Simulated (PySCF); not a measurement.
**input.py for InC⁻**

The script input.py:

```python
from pyscf import gto, dft

mol = gto.M(
    atom='In 0 0 0; C 0 0 2.2',
    basis='def2-svp',
    ecp={'In': 'def2-svp'},
    charge=-1,
    spin=2,
    verbose=4,
)
mf = dft.UKS(mol, xc='blyp')
mf.kernel()
g = mf.nuc_grad_method()
g.grid_response = True
g.kernel()
mf.dip_moment()
print('orbital energies (hartree):', [e[max(0, n-3):n+3].round(4) for e, n in zip(mf.mo_energy, mol.nelec)])
```

```bash
$ OMP_NUM_THREADS=1 python input.py
```

It prints (some set-up lines and the per-cycle HOMO/LUMO lines with their warnings removed):

```
PySCF version 2.14.0

[INPUT] verbose = 4
[INPUT] num. atoms = 2
[INPUT] num. electrons = 28
[INPUT] charge = -1
[INPUT] spin (= nelec alpha-beta = 2S) = 2
[INPUT] symmetry False subgroup None
[INPUT] Mole.unit = angstrom
[INPUT] Symbol           X                Y                Z      unit          X                Y                Z       unit  Magmom
[INPUT]  1 In     0.000000000000   0.000000000000   0.000000000000 AA    0.000000000000   0.000000000000   0.000000000000 Bohr   0.0
[INPUT]  2 C      0.000000000000   0.000000000000   2.200000000000 AA    0.000000000000   0.000000000000   4.157397474043 Bohr   0.0

nuclear repulsion = 30.3074220799636
number of shells = 16
number of NR pGTOs = 85
number of NR cGTOs = 40
basis = def2-svp
ecp = {'In': 'def2-svp'}

******** <class 'pyscf.dft.uks.UKS'> ********
method = UKS
initial guess = minao
damping factor = 0
level_shift factor = 0
DIIS = <class 'pyscf.scf.diis.CDIIS'>
diis_start_cycle = 1
diis_space = 8
diis_damp = 0
SCF conv_tol = 1e-09
SCF conv_tol_grad = None
SCF max_cycles = 50
direct_scf = True
direct_scf_tol = 1e-13
number electrons alpha = 15  beta = 13
XC library pyscf.dft.libxc version 7.0.0
    S. Lehtola, C. Steigemann, M. J.T. Oliveira, and M. A.L. Marques.,  SoftwareX 7, 1–5 (2018)
XC functionals = blyp
    A. D. Becke.,  Phys. Rev. A 38, 3098 (1988)
    C. Lee, W. Yang, and R. G. Parr.,  Phys. Rev. B 37, 785 (1988)
    B. Miehlich, A. Savin, H. Stoll, and H. Preuss.,  Chem. Phys. Lett. 157, 200 (1989)
radial grids:
    Treutler-Ahlrichs [JCP 102, 346 (1995); DOI:10.1063/1.469408] (M4) radial grids

becke partition: Becke, JCP 88, 2547 (1988); DOI:10.1063/1.454033
pruning grids: <function nwchem_prune>
grids dens level: 3
symmetrized grids: False
atomic radii adjust function: <function treutler_atomic_radii_adjust>
small_rho_cutoff = 0
Set gradient conv threshold to 3.16228e-05
tot grids = 35992
init E= -207.175282857493

cycle= 1 E= -225.988045389007  delta_E= -18.8  |g|= 1.69  |ddm|= 8.88

cycle= 2 E= -183.844470759291  delta_E= 42.1  |g|= 6.16  |ddm|= 9.29

cycle= 3 E= -226.933468517976  delta_E= -43.1  |g|= 1.05  |ddm|= 8.26

cycle= 4 E= -225.646352599384  delta_E= 1.29  |g|= 1.18  |ddm|=  3.5
cycle= 5 E= -227.707539465673  delta_E= -2.06  |g|= 0.534  |ddm|= 3.31
cycle= 6 E= -227.97716467228  delta_E= -0.27  |g|= 0.178  |ddm|= 0.705
cycle= 7 E= -227.989002922875  delta_E= -0.0118  |g|= 0.116  |ddm|= 0.269
cycle= 8 E= -228.001053319424  delta_E= -0.0121  |g|= 0.0257  |ddm|= 0.139
cycle= 9 E= -228.00104928719  delta_E= 4.03e-06  |g|= 0.0288  |ddm|= 0.0818
cycle= 10 E= -228.001844405103  delta_E= -0.000795  |g|= 0.00199  |ddm|= 0.035
cycle= 11 E= -228.001860280647  delta_E= -1.59e-05  |g|= 0.000832  |ddm|= 0.0121
cycle= 12 E= -228.001864507489  delta_E= -4.23e-06  |g|= 0.000498  |ddm|= 0.00756
cycle= 13 E= -228.00186542634  delta_E= -9.19e-07  |g|= 8.9e-05  |ddm|= 0.004
cycle= 14 E= -228.001865456766  delta_E= -3.04e-08  |g|= 1.88e-05  |ddm|= 0.000873
cycle= 15 E= -228.001865457111  delta_E= -3.45e-10  |g|= 5.72e-06  |ddm|= 4.18e-05
Extra cycle  E= -228.001865456057  delta_E= 1.05e-09  |g|= 3.53e-05  |ddm|= 5.07e-05
converged SCF energy = -228.001865456057  <S^2> = 2.0922621  2S+1 = 3.0608901

******** <class 'pyscf.grad.uks.Gradients'> for <class 'pyscf.dft.uks.UKS'> ********
unit = Eh/Bohr
grid_response = True
--------------- UKS gradients ---------------
         x                y                z
0 In    -0.0000000000    -0.0000000000    -0.0096739430
1 C     0.0000000000     0.0000000000     0.0096739430
----------------------------------------------

WARN: System has nonzero charge -1; the dipole moment is origin-dependent.
Location of origin: [0. 0. 0.]

Dipole moment(X, Y, Z, Debye): -0.00000,  0.00000, -4.54080
orbital energies (hartree): [array([0.0311, 0.0369, 0.0517, 0.123 , 0.1379, 0.1896]), array([-0.2   , -0.0555,  0.0742,  0.08  ,  0.0925,  0.1547])]
```

In short: E(SCF) = -228.001865 Eh, 15 cycles, ⟨S²⟩ = 2.092, gradient on the second atom 0.0097 Eh/bohr.

Hardware: Arm Neoverse V1, 1 thread, shared host. Wall time 3.9 s.

The basis has no diffuse functions, which an anion needs. The bond length is a typed value, not an optimised one. The dipole of an ion depends on the origin. No search for the lowest solution was made.
